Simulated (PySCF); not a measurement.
A calculated (M06-2X, PySCF 2.14, cc-pVTZ, the non-relativistic Hamiltonian (point nucleus)) atom or ion has these occupied shells.

| shell | electrons | orbital energy (eV) | rms radius, mean of both spins (bohr) |
| --- | --- | --- | --- |
| 1s | 2 | -325.79 | 0.313 |
| 2s | 2 | -43.740 | 1.47 |

Name the element and its charge.

C²⁺ (carbon, charge +2), in [He] 2s2, closed-shell 1S.
